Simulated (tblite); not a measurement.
Compound: C8H17P.
Atom-mapped SMILES: `[CH3:1][C@@H:2]1[C@H:3]([CH3:4])[CH2:5][CH2:6][PH:7][C@@H:8]1[CH3:9]` (hydrogens: H10, H11, H12 on C1; H13 on C2; H14 on C3; H15, H16, H17 on C4; H18, H19 on C5; H20, H21 on C6; H22 on P7; H23 on C8; H24, H25, H26 on C9)

Structure used (GFN2-xTB), in Å, numbered top down from 1:
```xyz
26
C8H17P angstrom
C      0.7396   -1.4189   -0.8011
C      0.3468   -0.6188    0.4383
C     -1.1499   -0.2558    0.4875
C     -2.0420   -1.4971    0.5070
C     -1.5683    0.6751   -0.6514
C     -0.9110    2.0463   -0.5557
P      0.9444    2.0246   -0.5861
C      1.2081    0.6409    0.6435
C      2.7041    0.3361    0.7203
H      0.1071   -2.2964   -0.9013
H      0.6517   -0.8267   -1.7085
H      1.7681   -1.7594   -0.7162
H      0.5405   -1.2636    1.3075
H     -1.3116    0.2811    1.4314
H     -2.0592   -1.9828   -0.4655
H     -3.0631   -1.2181    0.7589
H     -1.6914   -2.2123    1.2480
H     -1.3330    0.2150   -1.6126
H     -2.6536    0.8076   -0.6124
H     -1.2079    2.5428    0.3745
H     -1.2384    2.6848   -1.3819
H      1.0502    1.2368   -1.7400
H      0.9086    1.0791    1.6083
H      2.8987   -0.4721    1.4240
H      3.2446    1.2211    1.0510
H      3.0960    0.0533   -0.2542
```

Calculated harmonic vibrations of the isolated species, GFN2-xTB (tblite), most abundant isotopes, no scaling. Errors from tens to a few hundred cm⁻¹ against measured bands are possible. Modes of hydrogen on phosphorus can be 10 to 20 % off. One conformer, not necessarily the lowest.

Harmonic wavenumbers (cm⁻¹): 87.7, 118.2, 169.8, 207.5, 223.3, 239.8, 256.3, 294.0, 301.8, 326.9, 346.8, 390.3, 480.7, 522.1, 564.2, 638.0, 697.2, 745.7, 811.3, 849.0, 851.1, 901.2, 951.3, 962.6, 1007.3, 1024.0, 1035.9, 1058.8, 1063.7, 1078.3, 1094.2, 1114.7, 1124.8, 1178.8, 1192.2, 1219.7, 1242.1, 1283.0, 1289.7, 1304.0, 1311.6, 1329.6, 1357.5, 1371.1, 1408.9, 1410.6, 1416.1, 1448.0, 1482.3, 1492.3, 1495.3, 1503.5, 1505.6, 1510.5, 1523.9, 2249.8, 2859.6, 2879.3, 2903.8, 2927.7, 2944.3, 2949.9, 2986.4, 3008.2, 3020.2, 3025.8, 3029.8, 3031.2, 3032.0, 3039.5, 3043.9, 3055.1.

A = 1766, B = 1236, C = 866.2 MHz; mass 144.107 u (most abundant isotopes); point group C1, symmetry number 1.

Question: What is the zero-point energy?

Answer: Half the sum of the wavenumbers: 50901 cm⁻¹ = 608.91 kJ/mol.

Question: What is S at 298.15 K and 1 bar for an ideal gas of classical rigid rotors and harmonic oscillators?

Answer: Translation 170.85, rotation 123.52, vibration 116.73: S = 411.1 J/(mol K).

Question: And Cp and H(298.15 K) − H(0)?

Answer: Cp = 182.82 J/(mol K), of which vibrations give 149.56 (their classical limit is 72 R = 598.6); H(298.15 K) − H(0) = 30.45 kJ/mol without the zero-point energy, 20.53 from vibrations.

Question: Which modes carry the vibrational entropy at 298.15 K?

Answer: 87.7 cm⁻¹: 15.53; 118.2 cm⁻¹: 13.09; 169.8 cm⁻¹: 10.20; 207.5 cm⁻¹: 8.64; 223.3 cm⁻¹: 8.08; 239.8 cm⁻¹: 7.55 J/(mol K); the other 66 give 53.63 together.

Question: Blend soft modes into free rotors: weight 1/[1 + (100 cm⁻¹/ν̃)⁴] for the oscillator and the rest for a rotor with moment μB/(μ + B), μ = h/(8π²ν), B = 10⁻⁴⁴ kg m². What vibrational entropy results?

Answer: 114.31 J/(mol K) in place of 116.73, which changes −T·S at 298.15 K by +0.72 kJ/mol.

Question: How do the functions run with temperature in this model?

Answer: 
```tsv
T (K)	S (J/(mol K))	Cp (J/(mol K))	H − H(0) (kJ/mol)	G − H(0) (kJ/mol)	ln q(vib)
50	239.5	45.6	1.84	-10.14	0.13
100	280.2	75.9	4.86	-23.16	0.83
373.15	456.8	226.0	45.78	-124.67	7.88
500	532.5	292.8	78.81	-187.44	11.62
750	671.1	390.3	165.06	-338.23	19.15
1000	792.9	455.3	271.29	-521.56	26.49
```

q(vib) and H(0) count from the zero-point level.

Hindered rotation and anharmonicity are outside this model. Other conformers, if any are populated, would add a mixing term that is left out. The structure is chiral; the term R ln 2 for an equal mix with its mirror image is left out.
